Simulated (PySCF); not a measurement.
## 19F chemical shifts

- shieldings: GIAO PBE0/pcSseg-1
- structure optimised with GFN2-xTB
- run in PySCF 2.14
- one computed conformer, no solvent, no relativistic terms, equivalent nuclei averaged

Shieldings were converted by a linear fit to measured shifts: 19F: δ = 146.13 − 0.903σ +14.6 on sp3 carbon (rms 6.0 ppm, 223 shifts, 7.0 ppm with the 5 outliers that the fit left out vs CFCl3, solution or neat liquid). Occasional misses reach two or three times the rms, and more in compound classes unlike the fitted ones.

(1) Give the 19F shifts of `C[C@@H]([C@H](F)C(F)(F)F)S(=O)(=O)Cl`, `C[Si@@H]1CC[C@@H](C(F)F)[Si@H]1N`, `C[C@@H]([C@H](F)S(=O)(=O)Cl)C(F)(F)F`, `O=CNC1=CCC(F)=C1`.

(2) Match the shifts -64.6, -116.5, -134.1 ppm to `Fc1oncc1C1CC1`, `CSSCOC(F)(F)F`, `CN[SiH2]n1cc(Cl)cc1F`.

Answers

(1) 
```csv
compound,environment,δ (ppm)
[CH3:1][C@@H:2]([C@H:3]([F:4])[C:5]([F:6])([F:7])[F:8])[S:9](=[O:10])(=[O:11])[Cl:12],F6/7/8: fluorine of a CF3 group (×3),-72.3
[CH3:1][C@@H:2]([C@H:3]([F:4])[C:5]([F:6])([F:7])[F:8])[S:9](=[O:10])(=[O:11])[Cl:12],F4: fluorine on an sp3 carbon,-201.3
[CH3:1][Si@@H:2]1[CH2:3][CH2:4][C@@H:5]([CH:6]([F:7])[F:8])[Si@H:9]1[NH2:10],F7: fluorine of a CF2 group,-105.5
[CH3:1][Si@@H:2]1[CH2:3][CH2:4][C@@H:5]([CH:6]([F:7])[F:8])[Si@H:9]1[NH2:10],F8: fluorine of a CF2 group,-112.0
[CH3:1][C@@H:2]([C@H:3]([F:4])[S:5](=[O:6])(=[O:7])[Cl:8])[C:9]([F:10])([F:11])[F:12],F10/11/12: fluorine of a CF3 group (×3),-68.1
[CH3:1][C@@H:2]([C@H:3]([F:4])[S:5](=[O:6])(=[O:7])[Cl:8])[C:9]([F:10])([F:11])[F:12],F4: fluorine on an sp3 carbon,-167.9
O=CNC1=CCC(F)=C1,vinylic fluorine,-115.7
```

(2) -64.6: CSSCOC(F)(F)F (fluorine of an OCF3 group); -116.5: Fc1oncc1C1CC1 (aryl fluorine); -134.1: CN[SiH2]n1cc(Cl)cc1F (aryl fluorine).
